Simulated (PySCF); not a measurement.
A run for PySCF: R-MP2/6-31G* on C3H6O (SMILES CC(C)=O) with ghost functions, monomers drawn apart or pushed together.

```python
from pyscf import gto, scf, dft, mp
from pyscf.data.elements import chemcore

mol = gto.M(
    atom='''
    C     0.39093246    1.21498973    3.81164483
    C     0.23006047   -0.27430863    3.97999931
    C     0.58758304   -0.85131423    5.32683087
    O    -0.17373671   -0.98736031    3.08275148
    H     1.33590146    1.55206310    4.24228235
    H     0.32327721    1.49830588    2.76384226
    H    -0.40706947    1.71584544    4.36814800
    H     0.28387798   -1.89370500    5.38497861
    H     1.66907940   -0.77966576    5.47254157
    H     0.12158476   -0.27501554    6.12901707
    ghost-O   -0.71713349    0.58540542    0.45083050
    ghost-H   -0.62531740   -0.06651684    1.16799908
    ghost-H   -0.58808702    0.09518473   -0.36621523
    ''',
    basis='6-31g*',
    cart=True,
    charge=0, spin=0, verbose=3, max_memory=1800)
mf = scf.RHF(mol)
mf.conv_tol = 1e-8
mf.max_cycle = 100
mf.kernel()
if not mf.converged:
    mf = mf.newton().run(mf.mo_coeff, mf.mo_occ)
pt = mp.MP2(mf, frozen=chemcore(mol)).run()
```

Q: Predict the final total energy.

A: -192.5257 hartree.
